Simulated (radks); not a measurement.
Neutral helium, 2 electrons, occupied as 1s1 2s1 (not the ground configuration).

All-electron calculation, scalar-relativistic Kohn-Sham, r2SCAN, spin-polarised, spherical densities, finite nucleus; open shells are filled with parallel spins first; meta-GGA in the generalised Kohn-Sham scheme; Gaussian nuclear charge, rms radius 1.6755 fm. Program: a radial shooting solver on a logarithmic mesh with Libxc functionals.

Energy parts (eV):
| part | energy |
|---|---|
| total | -59.210 |
| kinetic | 59.135 |
| electron-nucleus | -125.670 |
| Hartree | 27.569 |
| exchange-correlation | -20.243 |

Orbitals (lengths in bohr, moments of r in powers of bohr; r(max) is where P^2 peaks; r(90%) holds 90 % of the orbital's charge):
orbital  occ.  eigenvalue (eV)  r(90%)  <r^4>  r(max)     <r>
1s up       1         -35.6416    1.35  1.601  0.4975  0.7596
2s up       1          -2.8872    6.62  805.5   3.572   4.307

The highest occupied level is 2s up at -2.887 eV. The density falls to 0.001 e/bohr^3 at r = 4.30 bohr.
